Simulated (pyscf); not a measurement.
## H₃C–CH⁺–Cl, singlet

Gas-phase minimum from PySCF at ωB97X-D3(BJ)/def2-SVP, one conformer. 

```xyz
7

C      0.1764    -0.2504     0.4986
C     -0.6210    -1.4383     0.7067
Cl    -0.1132    -2.7499     1.5109
H      0.2011    -0.0623    -0.5966
H      1.1825    -0.2891     0.9332
H     -0.4128     0.6096     0.8841
H     -1.6481    -1.4980     0.3086
```
Charge +1, spin multiplicity 1.

Bonds (Å): C1–C2 1.446, C1–H4 1.111, C1–H5 1.097, C1–H6 1.111, C2–Cl3 1.620, C2–H7 1.103. Angles (°): C2–C1–H4 107.0, C2–C1–H5 114.8, C2–C1–H6 107.1, H4–C1–H5 112.1, H4–C1–H6 102.9, H5–C1–H6 112.1, C1–C2–Cl3 124.3, C1–C2–H7 120.4, Cl3–C2–H7 115.3.

Properties at ωB97X-D3(BJ)/def2-SVP:

```yaml
harmonic_wavenumbers_unscaled: 91, 404, 752, 833, 1036, 1068, 1208, 1292, 1362, 1388, 1494, 3011, 3071, 3183, 3227 cm⁻¹
zero_point_energy: 33.5 kcal/mol
rotational_symmetry_number: 1
Entropy of this conformer at 298 K and 1 atm, rigid rotor and harmonic oscillator, modes under 100 cm⁻¹ raised to 100: 277.8 J/(mol K)
dipole_moment: depends on origin
```

Single-point totals, which compare only within one level (frozen core for MP2 and CC):

```csv
level,total energy (hartree)
ωB97X-D3(BJ)/def2-TZVP,-538.56459
PBE/def2-TZVP,-538.22509
r²SCAN/def2-TZVP,-538.43843
B3LYP-D3(BJ)/def2-TZVP,-538.54507
PBE0-D3(BJ)/def2-TZVP,-538.27240
M06-2X/def2-TZVP,-538.45645
ωB97M-D3(BJ)/def2-TZVP,-538.58625
HF/def2-TZVPP,-537.28671
MP2/def2-TZVPP,-537.79048
CCSD/def2-TZVPP,-537.82896
CCSD(T)/def2-TZVPP,-537.85301
```

Soft torsions are taken as harmonic, which can shift the entropy by several J/(mol K). The CCSD(T) − MP2 part came from Ansatz, without density fitting, on the same reference.
